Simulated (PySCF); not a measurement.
C3H5NOSi, SMILES C1=NC=C[Si@@H]1O. Coordinates come from a ωB97X-D3(BJ)/def2-SVP optimisation. The structure was generated by enumeration; whether it is a known compound was not checked. Other conformers were not sampled.

Task: Give the equilibrium geometry at ωB97X-D3(BJ)/def2-SVP (PySCF confirms it by a frequency run) as a Z-matrix. (The exact figures need the calculation; the answer reports its results.)

Result: This is not unique; one that fits is 
```
Si
O 1 1.6653
H 2 0.9628 1 117.12
H 1 1.4836 2 105.10 3 -175.43
C 1 1.8660 4 115.59 2 -131.86
C 5 1.3445 1 106.33 4 -113.17
H 5 1.0918 6 121.57 1 -178.15
H 6 1.0958 5 124.94 7 0.37
N 6 1.4470 8 114.35 5 179.81
C 9 1.2825 6 112.91 8 -179.93
H 10 1.1000 9 117.77 6 179.49
```
